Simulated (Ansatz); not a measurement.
System: H₄BGeO, charge 0, doublet. H4BGeO (SMILES [BH]([O])[GeH3], doublet).
B3LYP-D3(BJ)/def2-TZVP minimum from Ansatz (a first-principles code):
```xyz
7

B     -1.4347     0.4454    -0.3296
Ge     0.5284    -0.4043     0.2137
H      0.7042    -1.6726    -0.6409
H      1.6450     0.6087    -0.0523
H      0.4449    -0.7703     1.7067
H     -2.3414    -0.3137    -0.1380
O     -1.2736     1.6073    -0.7584
```
Charge 0, spin multiplicity 2.

Total energies in hartree (Ansatz). Radicals and triplets start from unrestricted determinants; spin-orbit coupling is neglected. Correlated methods leave the cores frozen (noble-gas shells, and filled d and f shells in the p block). No relativity. For partners of very few electrons the exact lower level stands in for a higher one. The UHF reference of H4BGeO ([O][BH][GeH3], doublet) is spin-contaminated (<S^2> up to 0.04 over the pure value in the sets run).

```csv
species,HF/cc-pVTZ,CCSD(T)/cc-pVTZ,HF/cc-pVQZ,CCSD(T)/cc-pVQZ,CCSD(T)/cc-pVDZ,CCSDT(Q)/cc-pVDZ
"1: H4BGeO (SMILES [GeH3][BH][O], doublet)",-2177.30286,-2177.79991,-2177.31422,-2177.84078,-2177.60618,-2177.60928
2: B (doublet),-24.53207,-24.59810,-24.53297,-24.60084,-24.58941,-24.58977
3: Ge (triplet),-2075.36107,-2075.42794,-2075.36359,-2075.43284,-2075.34866,-2075.34895
4: H (doublet),-0.49981,-0.49981,-0.49995,-0.49995,-0.49928,-0.49928
5: O (triplet),-74.81176,-74.97396,-74.81729,-74.99357,-74.90995,-74.91013
```

### Question
Work out the atomisation energy (electronic, to ground-state atoms) in kcal/mol: take Hartree-Fock from cc-pVQZ, extrapolate the CCSD(T) correlation energy as X^-3 (X = 3, 4), and add CCSDT(Q) - CCSD(T) in cc-pVDZ. 1 hartree = 627.51 kcal/mol.

### Answer

Species 1: correlation (64·(-0.52656) - 27·(-0.49705))/37 = -0.54809; step -0.00310; E1 = -2177.31422 + (-0.54809) + (-0.00310) = -2177.86541
Species 2: correlation (64·(-0.06787) - 27·(-0.06603))/37 = -0.06921; step -0.00036; E2 = -24.53297 + (-0.06921) + (-0.00036) = -24.60254
Species 3: correlation (64·(-0.06925) - 27·(-0.06687))/37 = -0.07099; step -0.00029; E3 = -2075.36359 + (-0.07099) + (-0.00029) = -2075.43487
Species 4: correlation (64·(0.00000) - 27·(0.00000))/37 = 0.00000; step +0.00000; E4 = -0.49995 + (0.00000) + (+0.00000) = -0.49995
Species 5: correlation (64·(-0.17628) - 27·(-0.16220))/37 = -0.18655; step -0.00018; E5 = -74.81729 + (-0.18655) + (-0.00018) = -75.00402
-1·E1 +1·E2 +1·E3 +4·E4 +1·E5 = 0.82418 hartree = 517.2 kcal/mol.
